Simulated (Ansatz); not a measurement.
## Worked example: vertical energy of the triplet above the singlet of AlSi2H5O (SMILES [SiH3][Al]1[O][SiH2]1)

AlSi2H5O has 9 atoms, charge 0, and is taken as a singlet. SMILES: `[SiH3][Al]1[O][SiH2]1`. The coordinates come from a PBE0-D4/def2-TZVP relaxation.

Both states at this one shape; open shells run unrestricted unless said. 1 Eh = 27.2114 eV.

| level | program | singlet AlSi2H5O (Eh) | triplet AlSi2H5O (Eh) |
| --- | --- | --- | --- |
| SVWN5/6-31G* (spherical functions) | Ansatz | -895.664767 | -895.565754 |
| PBE/6-31G* (spherical functions) | Ansatz | -899.079335 | -898.984760 |
| revPBE/6-31G* (spherical functions) | Ansatz | -899.405464 | -899.311441 |
| r2SCAN0/6-31G* (spherical functions) | Ansatz | -899.463829 | -899.368195 |

Task: Work out the vertical gap, second state less first, at each level.

Result: 
1. SVWN5/6-31G* (spherical functions): -895.565754 − (-895.664767) = 0.099013 Eh = 2.69 eV.
2. PBE/6-31G* (spherical functions): -898.984760 − (-899.079335) = 0.094575 Eh = 2.57 eV.
3. revPBE/6-31G* (spherical functions): -899.311441 − (-899.405464) = 0.094023 Eh = 2.56 eV.
4. r2SCAN0/6-31G* (spherical functions): -899.368195 − (-899.463829) = 0.095634 Eh = 2.60 eV.

No measured value is set beside it here; the levels span 2.56 to 2.69 eV.
